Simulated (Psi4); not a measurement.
CAuO (SMILES [O+]#[C-]->[Au+]), charge +1, singlet, at a GFN2-xTB geometry (such geometries of metal compounds can be far from the true shape) (the multiplicity is a formal guess) (core potentials on Au). Base run: Psi4 with SVWN/def2-SVP.

Geometry (Å):
```xyz
3

Au     0.0000     0.0000    -0.3758
O      0.0000     0.0000     2.5948
C      0.0000     0.0000     1.4878
```
Charge +1, spin multiplicity 1.
All else is at Psi4's defaults (density fitting; Cartesian or spherical functions as each basis is defined).

The base run was repeated with changes; each row names its change, and settings that it needs were set with it.

| change | basis functions | E (Eh) |
|---|---|---|
| base | 60 | -248.21949 |
| basis = def2-SV(P) | 53 | -248.21706 |
| basis = def2-SVPD | 78 | -248.22499 |
| basis = def2-TZVP | 102 | -248.36155 |
| basis = def2-TZVPP | 118 | -248.36293 |
| basis = def2-TZVPD | 120 | -248.36244 |
| basis = def2-QZVP | 186 | -248.37187 |
| basis = def2-QZVPP | 202 | -248.37222 |

Totals compare only among sets that treat the same electrons; sets with core potentials leave the core out.
